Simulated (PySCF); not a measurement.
An excited-state table with gaps

Species: C₄H₇NOSi.
SMILES: `N#C[C@@H]1C[C@H]1[SiH2]O`

Computed, not measured: TDDFT CAM-B3LYP/def2-SVPD, vertical, gas phase, core orbitals frozen in the response (PySCF 2.14.0, density-fitted response routines). The structure is a single GFN2-xTB conformer in the gas phase; no vibrational or solvent corrections. Torsions of this conformer, `[N:1]#[C:2][C@@H:3]1[CH2:4][C@H:5]1[SiH2:6][OH:7]`: C4–C5–Si6–O7 36°, H–O7–Si6–C5 -179°.

Lowest singlets, with some entries withheld (?).

| state | E (eV) | f | main configurations (H = HOMO, L = LUMO) |
| --- | --- | --- | --- |
| S1 | 7.23 | 0.0045 | H→L (28%), H→L+8 (24%), H→L+2 (15%) |
| S2 | 7.33 | 0.0026 | H-1→L (38%), H-2→L (32%) |
| S3 | 7.54 | 0.085 | H→L (36%), H→L+4 (10%), H→L+3 (10%) |
| S4 | 7.80 | 0.023 | H→L+3 (15%), H-2→L (9%) |
| S5 | ? | 0.0082 | H-1→L+3 (19%) |
| S6 | ? | 0.015 | H→L+1 (53%), H→L+4 (14%), H→L+5 (11%) |
| S7 | ? | 0.0091 | H-2→L (18%), H-3→L (16%), H-1→L (12%) |
| S8 | ? | 0.0085 | H-1→L+1 (44%), H-1→L+2 (15%) |

Question: Fill in the withheld entries.

Answer: 
- S5: E = 7.94 eV
- S6: E = 8.17 eV
- S7: E = 8.32 eV
- S8: E = 8.48 eV

Question: How far apart are S1 and S4, in eV and cm⁻¹?

Answer: 7.795 − 7.229 = 0.566 eV, or about 4570 cm⁻¹.

Question: Where do the lowest triplets lie (Tamm–Dancoff)?

Answer: T1 6.21 eV, H→L+3 (28%), H→L+5 (9%); T2 6.71 eV, H→L+8 (28%), H→L+2 (13%), H→L+4 (11%); T3 6.80 eV, H-1→L+8 (14%), H-2→L+8 (10%), H→L+3 (9%). E(S1) − E(T1) = +1.02 eV.

Question: What is the mean static polarisability from the same response equations?

Answer: 76.8 au (11.38 Å³), with principal values 64.4, 69.3 and 96.8 au.

On one thread of an Arm Neoverse N1, no GPU, shared host, this took 76 s wall and 0.92 GiB of memory at its peak.
